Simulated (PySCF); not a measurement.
## Radial density of Kr¹⁷⁺ (krypton, charge +17)

UHF, [Ar] 3d1, 2D determinant. All numbers are calculated (PySCF 2.14, scalar relativity by spin-free X2C-1e, in an even-tempered Gaussian basis (19 s from 1.4 bohr⁻², ratio 2.5; 12 p from 1.8 bohr⁻², ratio 2.5; 8 d from 1.8 bohr⁻², ratio 2.5; 4 f from 6.2 bohr⁻², ratio 2.7; 4 g from 9.3 bohr⁻², ratio 2.7)).

```csv
r (bohr),4πr²ρ (e/bohr),4πr²(ρα − ρβ)
0.000803,0.4415,0.0000
0.00135,1.087,0.0000
0.00227,2.617,0.0000
0.00382,6.051,-0.0001
0.00643,13.05,-0.0001
0.0108,25.00,-0.0002
0.0182,39.22,-0.0004
0.0306,45.02,-0.0001
0.0515,38.28,0.0057
0.0866,44.57,0.0697
0.146,50.83,0.4950
0.245,22.36,1.7940
0.412,24.15,2.3644
0.693,7.743,0.6036
1.17,0.09508,0.0095
1.96,3.516e-05,0.0000
```

Densities and radii are taken from the X2C orbitals without a picture-change correction, which distorts them close to the nucleus.

Spin-orbit coupling, absent here, splits the open shell strongly.
